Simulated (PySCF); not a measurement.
**CH9NSi2**

CH9NSi2 is a small molecule, neutral, singlet. The structure, one conformer, was relaxed in the gas phase by PBE0-D3(BJ)/def2-SVP. No frequency run checks that it is a minimum.

SMILES: CN([SiH3])[SiH3]

Coordinates in Å:
```
Si1    -0.919    1.403   -0.442
N2     -0.086   -0.048    0.052
Si3     1.294   -0.097    1.118
C4     -0.435   -1.283   -0.641
H5     -0.511    2.513    0.467
H6     -0.609    1.795   -1.856
H7     -2.397    1.180   -0.365
H8      1.115   -1.202    2.113
H9      2.577   -0.368    0.391
H10     1.400    1.218    1.813
H11     0.134   -1.428   -1.578
H12    -1.508   -1.304   -0.898
H13    -0.248   -2.163   -0.001
```

Shieldings: GIAO PBE0/pcSseg-2. Shifts are against computed references at the same level: C TMS (σ 184.1 ppm), H TMS (σ 31.24 ppm), Si TMS (σ 341.3 ppm). Core levels by delta-SCF with SCAN, pcX-2 on the ionised atom and pcseg-1 elsewhere, spin-free X2C (2p3/2 is the spin-free 2p value less a third of a first-order spin-orbit splitting); from the vacuum level, for chosen atoms.

(1) Give the shieldings and core levels atom by atom.

(2) By CAM-B3LYP/def2-SVPD (TDDFT singlets, Tamm-Dancoff triplets, ionisation by delta-SCF), where does absorption start, and what does vertical ionisation take?

Results:

(1) 
```json
{"atoms": "Si1 Si3", "bonded to": "1 N + 3 H", "σ (ppm)": "383.5", "δ (ppm)": "-42.2", "core level (eV)": "2p3/2 106.95"}
{"atoms": "N2", "bonded to": "1 C + 2 Si", "σ (ppm)": "262.2", "δ (ppm)": "-", "core level (eV)": "1s 404.09"}
{"atoms": "C4", "bonded to": "1 N + 3 H", "σ (ppm)": "147.3", "δ (ppm)": "36.9", "core level (eV)": "1s 291.78"}
{"atoms": "H5 H6 H7", "bonded to": "1 Si", "σ (ppm)": "26.51", "δ (ppm)": "4.74", "core level (eV)": "-"}
{"atoms": "H8 H9 H10", "bonded to": "1 Si", "σ (ppm)": "26.51", "δ (ppm)": "4.74", "core level (eV)": "-"}
{"atoms": "H11 H12 H13", "bonded to": "1 C", "σ (ppm)": "28.59", "δ (ppm)": "2.66", "core level (eV)": "-"}
```

Values are those of this one static structure, with the three H of a rotating XH3 group averaged; atoms that internal rotation interchanges would show their mean in an NMR spectrum.

(2) The first singlet with intensity lies at 6.73 eV (f 0.022); what lies below it is dark. The lowest singlet lies at 6.00 eV (f 0.001), the strongest of the first 6 at 6.98 eV (f 0.037), the lowest triplet at 5.73 eV; vertical ionisation takes 8.98 eV.
